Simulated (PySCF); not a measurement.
C$_{3}$H$_{7}$ (SMILES [CH2]CC), doublet, at a GFN2-xTB geometry; B3LYP/6-31G* run with PySCF.

Here is a job for PySCF.
```python
from pyscf import gto, scf, dft

mol = gto.Mole()
mol.atom = '''
    C     1.27499250    0.32026291    0.11860552
    C     0.09909120   -0.44892982   -0.32203934
    C    -1.21725335    0.12393363    0.18964896
    H     2.26186932   -0.00412506   -0.14802969
    H     1.16405867    1.21680284    0.69438845
    H     0.07318936   -0.49337678   -1.42240357
    H     0.19578041   -1.49564754    0.00374116
    H    -1.22933319    0.13231363    1.27716309
    H    -2.05755413   -0.47201421   -0.15948972
    H    -1.34899252    1.14444689   -0.16266054
'''
mol.basis = '6-31g*'
mol.spin = 1
mol.verbose = 4
mol.build()

mf = dft.UKS(mol)
mf.xc = 'b3lyp'
mf.grids.atom_grid = (99, 590)
mf.grids.prune = None
mf.kernel()
```

Task: Predict the main parts of the log of this PySCF run.

Result: 
```
PySCF version 2.14.0

[INPUT] verbose = 4
[INPUT] num. atoms = 10
[INPUT] num. electrons = 25
[INPUT] charge = 0
[INPUT] spin (= nelec alpha-beta = 2S) = 1
[INPUT] symmetry False subgroup None
[INPUT] Mole.unit = angstrom
[INPUT] Symbol           X                Y                Z      unit          X                Y                Z       unit  Magmom
[INPUT]  1 C      1.274992500000   0.320262910000   0.118605520000 AA    2.409386635875   0.605209187756   0.224131949662 Bohr   0.0
[INPUT]  2 C      0.099091200000  -0.448929820000  -0.322039340000 AA    0.187255229355  -0.848354408950  -0.608566153936 Bohr   0.0
[INPUT]  3 C     -1.217253350000   0.123933630000   0.189648960000 AA   -2.300275455709   0.234200618323   0.358384594209 Bohr   0.0
[INPUT]  4 H      2.261869320000  -0.004125060000  -0.148029690000 AA    4.274313544356  -0.007795233647  -0.279735572404 Bohr   0.0
[INPUT]  5 H      1.164058670000   1.216802840000   0.694388450000 AA    2.199752079225   2.299424115193   1.312203994561 Bohr   0.0
[INPUT]  6 H      0.073189360000  -0.493376780000  -1.422403570000 AA    0.138307845632  -0.932346990420  -2.687953185904 Bohr   0.0
[INPUT]  7 H      0.195780410000  -1.495647540000   0.003741160000 AA    0.369971355455  -2.826364229479   0.007069767788 Bohr   0.0
[INPUT]  8 H     -1.229333190000   0.132313630000   1.277163090000 AA   -2.323103044938   0.250036523247   2.413488456503 Bohr   0.0
[INPUT]  9 H     -2.057554130000  -0.472014210000  -0.159489720000 AA   -3.888213792168  -0.891977583803  -0.301391890484 Bohr   0.0
[INPUT] 10 H     -1.348992520000   1.144446890000  -0.162660540000 AA   -2.549226406887   2.162691186210  -0.307383871874 Bohr   0.0

nuclear repulsion = 76.4317610648807
number of shells = 32
number of NR pGTOs = 109
number of NR cGTOs = 56
basis = 6-31g*
ecp = {}

******** <class 'pyscf.dft.uks.UKS'> ********
method = UKS
initial guess = minao
damping factor = 0
level_shift factor = 0
DIIS = <class 'pyscf.scf.diis.CDIIS'>
diis_start_cycle = 1
diis_space = 8
diis_damp = 0
SCF conv_tol = 1e-09
SCF conv_tol_grad = None
SCF max_cycles = 50
direct_scf = True
direct_scf_tol = 1e-13
number electrons alpha = 13  beta = 12
XC library pyscf.dft.libxc version 7.1.2
    S. Lehtola, C. Steigemann, M. J. T. Oliveira, and M. A. L. Marques,  SoftwareX 7, 1–5 (2018)
XC functionals = b3lyp
    P. J. Stephens, F. J. Devlin, C. F. Chabalowski, and M. J. Frisch,  J. Phys. Chem. 98, 11623 (1994)
radial grids:
    Treutler-Ahlrichs [JCP 102, 346 (1995); DOI:10.1063/1.469408] (M4) radial grids

becke partition: Becke, JCP 88, 2547 (1988); DOI:10.1063/1.454033
pruning grids: None
grids dens level: 3
symmetrized grids: False
atomic radii adjust function: <function treutler_atomic_radii_adjust>
User specified grid scheme (99, 590)
small_rho_cutoff = 0
Set gradient conv threshold to 3.16228e-05
tot grids = 584104
init E= -118.473525324263

cycle= 1 E= -118.429090898314  delta_E= 0.0444  |g|= 0.257  |ddm|= 1.82
cycle= 2 E= -118.422601853368  delta_E= 0.00649  |g|= 0.289  |ddm|= 0.546
cycle= 3 E= -118.46804246871  delta_E= -0.0454  |g|= 0.0147  |ddm|= 0.288
cycle= 4 E= -118.468152330293  delta_E= -0.00011  |g|= 0.0098  |ddm|= 0.0263
cycle= 5 E= -118.468204320925  delta_E= -5.2e-05  |g|= 0.00252  |ddm|= 0.0096
cycle= 6 E= -118.468208710493  delta_E= -4.39e-06  |g|= 0.000653  |ddm|= 0.00336
cycle= 7 E= -118.468209149384  delta_E= -4.39e-07  |g|= 0.000154  |ddm|= 0.0013
cycle= 8 E= -118.468209166069  delta_E= -1.67e-08  |g|= 7.01e-05  |ddm|= 0.000281
cycle= 9 E= -118.468209168748  delta_E= -2.68e-09  |g|= 2.61e-05  |ddm|= 8.38e-05
cycle= 10 E= -118.46820916917  delta_E= -4.22e-10  |g|= 3.82e-06  |ddm|= 3.37e-05
Extra cycle  E= -118.468209169187  delta_E= -1.69e-11  |g|= 2e-06  |ddm|= 7.38e-06
converged SCF energy = -118.468209169187  <S^2> = 0.75379784  2S+1 = 2.0037942
```
